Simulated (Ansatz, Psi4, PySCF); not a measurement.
C4H7O2 (SMILES [CH]1COCCO1), doublet, geometry from GFN2-xTB. Base run: PySCF with PBE0/def2-SVP.

Here is a job for PySCF.
```python
from pyscf import gto, scf, dft

mol = gto.Mole()
mol.atom = '''
    C     0.598971    1.248852    0.159554
    C     1.405710    0.041866   -0.185602
    O     0.639988   -1.019552   -0.716139
    C    -0.523151   -1.232034    0.047155
    C    -1.391767    0.026453    0.034788
    O    -0.697467    1.124086    0.588269
    H     1.089598    2.094332    0.609084
    H     1.949972   -0.325399    0.714428
    H     2.155987    0.288091   -0.943102
    H    -1.050013   -2.068484   -0.413407
    H    -0.259348   -1.488253    1.084960
    H    -1.672729    0.255791   -1.002563
    H    -2.292214   -0.103174    0.638182
'''
mol.basis = 'def2-svp'
mol.charge = 0
mol.spin = 1
mol.verbose = 3
mol.build()

mf = dft.UKS(mol)
mf.xc = 'pbe0'
mf.kernel()
```

The same geometry, method and basis name were run in Ansatz (a program for electronic structure) and Psi4 and PySCF, at each program's defaults and at the settings that a row names. The base is PySCF at its defaults. Differences at the defaults can come from grids, fitting, cores and function types together.

```json
[
 {"code and settings": "PySCF, defaults (exact integrals, its default grid, spherical functions)", "ΔE vs base (mEh)": "0.000", "basis functions": "119", "E (Eh)": "-306.42586", "SCF cycles": "12", "dipole (D)": "0.86"},
 {"code and settings": "Psi4, defaults (density fitting with its default set, its default grid, spherical functions)", "ΔE vs base (mEh)": "-0.031", "basis functions": "119", "E (Eh)": "-306.42589", "SCF cycles": "10", "dipole (D)": "0.86"},
 {"code and settings": "Ansatz, defaults (factorised integrals, its default grid, spherical functions)", "ΔE vs base (mEh)": "0.009", "basis functions": "119", "E (Eh)": "-306.42585", "SCF cycles": "-", "dipole (D)": "-"},
 {"code and settings": "PySCF, density fitting with def2-universal-jkfit", "ΔE vs base (mEh)": "-0.036", "basis functions": "119", "E (Eh)": "-306.42590", "SCF cycles": "12", "dipole (D)": "0.86"},
 {"code and settings": "PySCF, fine grid", "ΔE vs base (mEh)": "0.003", "basis functions": "119", "E (Eh)": "-306.42586", "SCF cycles": "12", "dipole (D)": "0.86"},
 {"code and settings": "Psi4, exact integrals, spherical functions, fine grid", "ΔE vs base (mEh)": "0.003", "basis functions": "119", "E (Eh)": "-306.42586", "SCF cycles": "14", "dipole (D)": "0.86"},
 {"code and settings": "Ansatz, high accuracy", "ΔE vs base (mEh)": "0.003", "basis functions": "119", "E (Eh)": "-306.42586", "SCF cycles": "-", "dipole (D)": "-"}
]
```

Open shells are given as the SCF converged; they aren't shown to be the lowest states, and a large step between rows can be another state.
